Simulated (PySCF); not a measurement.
Al(H)(Br)(OMe) (CH4AlBrO), SMILES C[O][AlH][Br]. The structure is a stationary point at PBE-D3(BJ)/def2-SVP. The structure was generated by enumeration; whether it is a known compound was not checked. Other conformers were not sampled.

Computed equilibrium geometry at PBE-D3(BJ)/def2-SVP (PySCF confirms it by a frequency run) as Cartesian coordinates in Å, and its point group (one conformer of several):
point group Cs.
```xyz
8

Al    -1.0535    -0.5077     0.0000
H     -2.6295    -0.4344     0.0000
Br     0.2583     1.3479     0.0000
O     -0.3232    -2.0469     0.0000
C      0.9747    -2.5853     0.0000
H      1.1262    -3.2263     0.8968
H      1.1262    -3.2263    -0.8968
H      1.7686    -1.8035     0.0000
```
Charge 0, spin multiplicity 1.
